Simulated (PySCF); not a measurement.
B3LYP has the VWN-RPA correlation part, as in Gaussian. 

# [Cd(Br)2] (charge 0, multiplicity 1)

The numbers are results of B3LYP-D3(BJ)/def2-TZVP // PBE-D3(BJ)/def2-SVP (PySCF), not measurements.

The HOMO is -8.13 eV, the dipole moment comes out as 0.00 D and the HOMO–LUMO gap is 5.41 eV. The LUMO comes out as -2.71 eV. The charge on the central atom (Mulliken) is 0.71 e. The total energy is -5316.3069 Ha. The cost is around 80 core-seconds (rough).

```xyz
3

Cd     0.0000     0.0000     0.0000
Br    -2.0539     1.0633    -0.7117
Br     2.0539    -1.0632     0.7117
```
